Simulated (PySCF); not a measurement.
## Spin states and ions at one geometry of [Pb(SH)3]+

PySCF 2.14.0, RKS B3LYP, Pb def2-SVP with ECP60, S def2-SVP, H def2-SVP; non-relativistic Hamiltonian with scalar-relativistic core potentials where named; density fitting; no spin-orbit coupling; singlets restricted, open shells unrestricted. The geometry is relaxed for charge +1, singlet, vacuum:

```xyz
7

Pb    0.0000    0.0000    0.4778
S     2.4236    0.5301    0.4730
H     2.7880   -0.7799    0.4752
S    -1.6708    1.8338    0.4730
H    -0.7186    2.8044    0.4753
S    -0.7527   -2.3639    0.4731
H    -2.0694   -2.0245    0.4753
```

Energies count from the relaxed state; an electron taken off or put on is at rest in vacuum. Charges and spins are Mulliken's.

```json
{"state": "charge +1, singlet, vacuum", "energy (eV)": "0.00", "spin squared": "0.00", "charge on Pb1 (e)": "0.69", "spin on Pb1 (e)": "0.00", "dipole about the centre of mass (D)": "0.01"}
{"state": "charge +1, triplet, vacuum", "energy (eV)": "1.96", "spin squared": "2.02", "charge on Pb1 (e)": "0.61", "spin on Pb1 (e)": "0.03", "dipole about the centre of mass (D)": "1.43"}
{"state": "charge 0, doublet, vacuum", "energy (eV)": "-7.06", "spin squared": "0.76", "charge on Pb1 (e)": "0.52", "spin on Pb1 (e)": "0.12", "dipole about the centre of mass (D)": "0.01"}
```

Problem. What does the state charge +2, doublet, vacuum give?

Solution. energy (eV) 14.35, spin squared 0.76, charge on Pb1 (e) 0.78, spin on Pb1 (e) -0.11, dipole about the centre of mass (D) 1.47.

With an electron taken off (doublet) the charges change, summed by element, by Pb +0.09 e, S +0.74 e, H +0.16 e. The vertical ionisation energy is 14.35 eV, against −ε(HOMO) = 12.32 eV of the relaxed state. The level lies 2.0 eV too high, as is usual for semilocal functionals and global hybrids, which keep a self-interaction error.

With an electron put on (doublet) the charges change, summed by element, by Pb -0.17 e, S -0.65 e, H -0.18 e. The vertical electron affinity is 7.06 eV, against −ε(LUMO) = 9.07 eV of the relaxed state.

Open shells may have lower solutions than those found.
